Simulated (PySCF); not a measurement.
dimethyl telluride (C2H6Te), SMILES C[Te]C.

The structure is a stationary point at PBE-D3(BJ)/def2-SVP. The def2 effective core potentials stand for the cores of Te; spin–orbit coupling is left out.

Level of theory: PBE-D3(BJ)/def2-SVP in PySCF.

Frequencies are harmonic and unscaled.

```json
[
 {"mode": "1", "ν (cm⁻¹)": "109", "IR (km/mol)": "0.1", "moving atoms (share of kinetic energy)": "H 97 %"},
 {"mode": "2", "ν (cm⁻¹)": "120", "IR (km/mol)": "0.0", "moving atoms (share of kinetic energy)": "H 97 %"},
 {"mode": "3", "ν (cm⁻¹)": "163", "IR (km/mol)": "0.0", "moving atoms (share of kinetic energy)": "C 59 %, H 32 %, Te 9 %"},
 {"mode": "4", "ν (cm⁻¹)": "510", "IR (km/mol)": "0.6", "moving atoms (share of kinetic energy)": "C 76 %, H 15 %, Te 9 %"},
 {"mode": "5", "ν (cm⁻¹)": "514", "IR (km/mol)": "5.2", "moving atoms (share of kinetic energy)": "C 73 %, H 15 %, Te 11 %"},
 {"mode": "6", "ν (cm⁻¹)": "753", "IR (km/mol)": "1.2", "moving atoms (share of kinetic energy)": "H 88 %, C 12 %"},
 {"mode": "7", "ν (cm⁻¹)": "785", "IR (km/mol)": "0.0", "moving atoms (share of kinetic energy)": "H 89 %, C 11 %"},
 {"mode": "8", "ν (cm⁻¹)": "818", "IR (km/mol)": "20.2", "moving atoms (share of kinetic energy)": "H 87 %, C 13 %"},
 {"mode": "9", "ν (cm⁻¹)": "860", "IR (km/mol)": "26.1", "moving atoms (share of kinetic energy)": "H 80 %, C 19 %"},
 {"mode": "10", "ν (cm⁻¹)": "1181", "IR (km/mol)": "12.4", "moving atoms (share of kinetic energy)": "H 85 %, C 15 %"},
 {"mode": "11", "ν (cm⁻¹)": "1199", "IR (km/mol)": "7.3", "moving atoms (share of kinetic energy)": "H 85 %, C 15 %"},
 {"mode": "12", "ν (cm⁻¹)": "1378", "IR (km/mol)": "0.0", "moving atoms (share of kinetic energy)": "H 95 %"},
 {"mode": "13", "ν (cm⁻¹)": "1386", "IR (km/mol)": "13.3", "moving atoms (share of kinetic energy)": "H 95 %"},
 {"mode": "14", "ν (cm⁻¹)": "1388", "IR (km/mol)": "17.3", "moving atoms (share of kinetic energy)": "H 94 %"},
 {"mode": "15", "ν (cm⁻¹)": "1394", "IR (km/mol)": "0.4", "moving atoms (share of kinetic energy)": "H 95 %"},
 {"mode": "16", "ν (cm⁻¹)": "2991", "IR (km/mol)": "12.0", "moving atoms (share of kinetic energy)": "H 98 %"},
 {"mode": "17", "ν (cm⁻¹)": "2994", "IR (km/mol)": "11.2", "moving atoms (share of kinetic energy)": "H 98 %"},
 {"mode": "18", "ν (cm⁻¹)": "3113", "IR (km/mol)": "2.9", "moving atoms (share of kinetic energy)": "H 90 %, C 10 %"},
 {"mode": "19", "ν (cm⁻¹)": "3114", "IR (km/mol)": "2.6", "moving atoms (share of kinetic energy)": "H 90 %, C 10 %"},
 {"mode": "20", "ν (cm⁻¹)": "3114", "IR (km/mol)": "0.4", "moving atoms (share of kinetic energy)": "H 90 %, C 10 %"},
 {"mode": "21", "ν (cm⁻¹)": "3118", "IR (km/mol)": "0.0", "moving atoms (share of kinetic energy)": "H 90 %, C 10 %"}
]
```
